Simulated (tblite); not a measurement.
C5H15NSi2.
Structure used (GFN2-xTB), in Å, numbered top down from 1:
```xyz
23
C5H15NSi2 angstrom
C     -2.842    0.521    1.243
C     -1.751   -0.218    1.048
N     -1.186   -0.560   -0.153
C     -1.723    0.001   -1.365
C      0.167   -1.053   -0.199
C      1.246    0.015   -0.438
Si     2.957   -0.811   -0.573
Si     1.195    1.410    0.863
H     -3.229    0.658    2.236
H     -3.384    0.998    0.448
H     -1.248   -0.663    1.897
H     -1.248   -0.477   -2.221
H     -2.795   -0.197   -1.408
H     -1.568    1.085   -1.434
H      0.368   -1.566    0.745
H      0.220   -1.805   -0.999
H      1.041    0.478   -1.410
H      3.291   -1.474    0.690
H      2.919   -1.821   -1.638
H      3.971    0.189   -0.901
H      1.308    0.825    2.200
H     -0.041    2.186    0.760
H      2.327    2.306    0.617
```

Calculated harmonic vibrations of the isolated species, GFN2-xTB (tblite), most abundant isotopes, no scaling. Errors from tens to a few hundred cm⁻¹ against measured bands are possible. Modes of hydrogen on silicon can be 10 to 20 % off. One conformer, not necessarily the lowest.

Harmonic wavenumbers (cm⁻¹): 41.5, 64.9, 107.5, 118.8, 142.4, 163.9, 179.3, 183.1, 221.6, 267.1, 304.5, 365.5, 425.2, 509.7, 514.8, 517.4, 561.6, 566.6, 625.2, 674.0, 769.5, 776.5, 782.5, 785.8, 791.6, 802.3, 813.5, 820.7, 858.8, 959.7, 979.9, 1017.3, 1043.1, 1080.2, 1102.0, 1112.1, 1169.3, 1248.5, 1277.8, 1329.1, 1349.4, 1365.5, 1407.6, 1439.5, 1479.6, 1482.7, 1507.0, 1702.0, 2225.4, 2246.5, 2252.8, 2265.0, 2270.2, 2276.2, 2878.1, 2897.2, 2913.1, 2958.6, 2985.9, 3013.5, 3050.1, 3131.5, 3153.9.

A = 2246, B = 803.2, C = 680.2 MHz; mass 145.074 u (most abundant isotopes); point group C1, symmetry number 1.

Q: Zero-point energy?

A: Half the sum of the wavenumbers: 39163 cm⁻¹ = 468.50 kJ/mol.

Q: Entropy at 200 K, 1 bar (ideal gas, RRHO, classical rotation)?

A: Translation 162.63, rotation 120.33, vibration 106.78: S = 389.7 J/(mol K).

Q: And Cp and H(200 K) − H(0)?

A: Cp = 149.99 J/(mol K), of which vibrations give 116.74 (their classical limit is 63 R = 523.8); H(200 K) − H(0) = 18.45 kJ/mol without the zero-point energy, 11.79 from vibrations.

Q: Which modes carry the vibrational entropy at 200 K?

A: 41.5 cm⁻¹: 18.40; 64.9 cm⁻¹: 14.72; 107.5 cm⁻¹: 10.66; 118.8 cm⁻¹: 9.87; 142.4 cm⁻¹: 8.47; 163.9 cm⁻¹: 7.41 J/(mol K); the other 57 give 37.25 together.

Q: Blend soft modes into free rotors: weight 1/[1 + (100 cm⁻¹/ν̃)⁴] for the oscillator and the rest for a rotor with moment μB/(μ + B), μ = h/(8π²ν), B = 10⁻⁴⁴ kg m². What vibrational entropy results?

A: 100.36 J/(mol K) in place of 106.78, which changes −T·S at 200 K by +1.28 kJ/mol.

Q: How do the functions run with temperature in this model?

A: 
```
 T (K)  S (J/(mol K))  Cp (J/(mol K))  H − H(0) (kJ/mol)  G − H(0) (kJ/mol)  ln q(vib)
    50          253.1            61.8               2.21             -10.45       0.65
   100          306.9            95.3               6.18             -24.51       2.22
298.15          459.8           204.4              35.86            -101.25       9.21
373.15          509.9           242.7              52.65            -137.63      11.83
   500          588.8           297.1              87.02            -207.39      16.19
   750          724.9           373.6             171.55            -372.10      24.35
  1000          839.8           424.3             271.70            -568.07      31.85
```

q(vib) and H(0) count from the zero-point level.

Q: What must be added to the electronic energy to get the Gibbs energy at 200 K and 1 bar?

A: ZPE + [H(200 K) − H(0)] − T·S = 468.50 + 18.45 − 77.95 = 409.00 kJ/mol.

Hindered rotation and anharmonicity are outside this model. Other conformers, if any are populated, would add a mixing term that is left out. The structure is chiral; the term R ln 2 for an equal mix with its mirror image is left out.
